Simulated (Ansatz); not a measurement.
Abridged output of a molecular run in Ansatz:

```
Functional definition: HF
1180 factors; integrals over basis functions are off by at most 1.2e-3 eV
mean field evaluation 1: about -5853.7528 eV, gradient 3.7e1 eV
mean field evaluation 2: about -5853.7571 eV, gradient 3.7e1 eV
mean field evaluation 4: about -5856.7472 eV, gradient 4.1e0 eV
mean field evaluation 8: about -5856.7970 eV, gradient 1.3e-1 eV
mean field evaluation 16: about -5856.7899 eV, gradient 1.1e0 eV
mean field -5856.79710749 eV, -215.2333238206 hartree, gradient 2.5e-6 eV, S^2 0.000000; 0 other end points of the search recorded, 0 dependent functions left out
4 core orbitals not correlated: weight in the atoms' cores, before any rotation towards them, 1.000 or more for the frozen orbitals, at most 0.000 for the correlated occupied ones
reference -5856.79710749 eV, -215.2333238206 hartree; 12, 12 occupied and 178, 178 virtual orbitals, 1180 factors
second order -20.84697584 eV of doubles, -0.00000000 eV of singles
cycle   1  -20.87611288 eV  change   -2.9e-2 eV  update   9.9e-2
cycle   2  -21.38645457 eV  change   -5.1e-1 eV  update   2.9e-2
cycle   3  -21.50585904 eV  change   -1.2e-1 eV  update   1.5e-2
cycle   4  -21.49193131 eV  change    1.4e-2 eV  update   3.5e-3
cycle   5  -21.49204632 eV  change   -1.2e-4 eV  update   1.7e-3
cycle   6  -21.49286621 eV  change   -8.2e-4 eV  update   5.0e-4
cycle   7  -21.49254197 eV  change    3.2e-4 eV  update   2.1e-4
cycle   8  -21.49246826 eV  change    7.4e-5 eV  update   6.3e-5
cycle   9  -21.49248816 eV  change   -2.0e-5 eV  update   2.4e-5
perturbative correction -0.82932190 eV, -0.0304770176 hartree
Total energy: -5879.11891755 eV, -216.0536352101 hartree
```

Its atoms:

```xyz
9

B     0.902    0.232    0.629
C    -0.349   -0.444    0.025
O    -0.030    0.990   -0.517
O    -0.259   -1.354   -0.965
H     0.799    0.777    1.691
H     1.971   -0.024    0.167
H    -1.331   -0.382    0.497
H    -0.609    1.628   -0.086
H    -1.094   -1.423   -1.441
```

Which basis set was used?
A. def2-QZVPP
B. def2-TZVPP
C. cc-pV(D+d)Z
D. def2-SVPD

B. It gives 194 functions.

Write the keys of the input that set method, charge and spin (a neutral closed shell needs none for the last two).


```yaml
correlation: {method: ccsd_t}
```
